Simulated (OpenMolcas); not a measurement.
Te II: effect of the active space

| Property | Result |
| --- | --- |
| Program | OpenMolcas 26.06 |
| Method | XMS-CASPT2 or its RAS form, IPEA 0.25 Eh, imaginary shift 0.1 Eh |
| Basis | ANO-RCC-VTZP |
| Scalar Hamiltonian | DKH2, point nucleus |
| Spin-orbit coupling | RASSI with atomic mean-field integrals over the reference wave functions, term energies averaged over their components |

A. 3 electrons in 3 orbitals (5p); 2S+1 = 4 odd, 1 root; 2S+1 = 2 odd, 8 roots; closed shells correlated: 4d 5s; CASPT2 step of the order of 0.8 core-seconds
B. 5 electrons in 8 orbitals (5s 5p 6s 6p); 2S+1 = 4 odd, 1 root; 2S+1 = 2 odd, 8 roots; 2S+1 = 4 even, 3 roots; 2S+1 = 2 even, 9 roots; closed shells correlated: 4d; CASPT2 step about 9 core-seconds
C. 5 electrons in 9 orbitals (RAS2 5s 5p; RAS3 5d, at most 2 electrons); 2S+1 = 4 odd, 1 root; 2S+1 = 2 odd, 8 roots; 2S+1 = 4 even, 3 roots; 2S+1 = 2 even, 9 roots; closed shells correlated: 4d; CASPT2 step about 13 core-seconds

Energies in cm⁻¹ above 5s² 5p³ ⁴S°_3/2, the measured ground level; measured values from NIST Handbook of Basic Atomic Spectroscopic Data.

```csv
Level,A,B,C,Measured
5s² 5p³ ⁴S°_3/2,0.0,0.0,0.0,0.0
5s² 5p³ ²D°_3/2,10620,11580,11110,10222
5s² 5p³ ²D°_5/2,12460,13370,12860,12422
5s² 5p³ ²P°_1/2,20790,22640,21650,20547
5s² 5p³ ²P°_3/2,23570,25080,24160,24032
```

Deviations, from unrounded energies. A percentage is the sum of absolute deviations over the sum of measured energies, with the sign that they share, or ± where signs differ.

```csv
Against measurement,Levels,A,B,C
mean absolute deviation (cm-1),4,290,1400,640
other terms of the ground configuration (%),4,±1.7,+8.1,+3.8
```

A lies closest to measurement on these levels and B furthest from it. The largest miss of A in the table is 5s² 5p³ ²P°_3/2, by -460 cm-1. The ranking rests on the paired levels alone, and a cruder setting can come out closer through cancelling errors.

The two smallest mean deviations differ by little beside CASPT2's spread within terms, so their order carries little weight.

Among A to C the level of the table that moves most is 5s² 5p³ ²P°_1/2, by 1800 cm-1 (lowest in A, highest in B). Moves below CASPT2's spread within the term are not significant.

CASPT2 does not keep the components of a term degenerate, so their means are used; among the terms shown or strongly mixed into the levels shown the widest spread is 1600 cm-1 (5s² 5p³ ²D°, A). Over all roots computed the reference weight is 0.82 to 0.91 in B; the roots of lowest weight are the least certain, and an intruder state may touch them. With the s shell closed, the reference lacks s² → p² mixing (holds for A). Active for correlation alone: 6p 6s; no level in the range computed is led by a configuration that fills them, so any true level of that kind is missing (holds for B). The run also gave levels led by 5s² 5p² 5d, which use shells meant for correlation; these and all levels above them are left out (holds for C). Measured partners are found by configuration, term and J. A level has none where our copy of the source lacks it or the pairing is in doubt (some pairs that miss far off the trend of their configuration count as doubtful), and it then counts in no deviation. Levels of configurations outside the active space are missing. The table leaves out levels that lie high or whose names do not pair safely across all columns.

° marks odd parity.
